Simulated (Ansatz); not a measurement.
`OC[SiH2]Br` + `BOC` → `BOC[SiH2]Br` + CH₃OH  (formal exchange of groups at the Si–C bond)

Program: Ansatz. Geometries: PBE0-D4/def2-TZVP. ΔE: electronic, gas phase. CCSD(T)/CBS adds triple-zeta CCSD(T) − MP2 to the extrapolated MP2 energy (def2 sets, frozen cores). This one scheme is used for every species. DFT in def2-TZVPP. B3LYP here is the variant with VWN-RPA as its local correlation; programs differ in this. For Br outer-core shells are correlated without core-valence functions, which leaves a few kJ/mol of doubt a bond. Scalar relativity is left out up to krypton. One conformer a species, not always the lowest.

Question: Is it downhill or uphill in electronic energy at CCSD(T)/CBS, and by how much? (Estimate.)

Answer: The calculation gave: Nearly level: ΔE = +0.03 eV.

Question: What do these levels give: PBE-D4, B3LYP-D4, B2PLYP, PBE, PBE0, B3LYP, MP2/def2-TZVPP, SCS-MP2/def2-TZVPP, CCSD/def2-TZVPP, HF/def2-QZVPP, MP2/def2-QZVPP, MP2/CBS(def2)? (An estimate is asked.)

Answer: Computed: PBE-D4 0.07, B3LYP-D4 0.03, B2PLYP 0.05, PBE 0.09, PBE0 0.07, B3LYP 0.07, MP2/def2-TZVPP 0.03, SCS-MP2/def2-TZVPP 0.03, CCSD/def2-TZVPP 0.03, HF/def2-QZVPP 0.02, MP2/def2-QZVPP 0.03, MP2/CBS(def2) 0.03 eV.

Largest T1 diagnostic among the species: 0.014.

The D4 term adds −0.03 eV with B3LYP and −0.02 eV with PBE0; it sums over pairs of atoms, weighted by their polarisabilities, and B3LYP, whose exchange is more repulsive, gets the larger term.
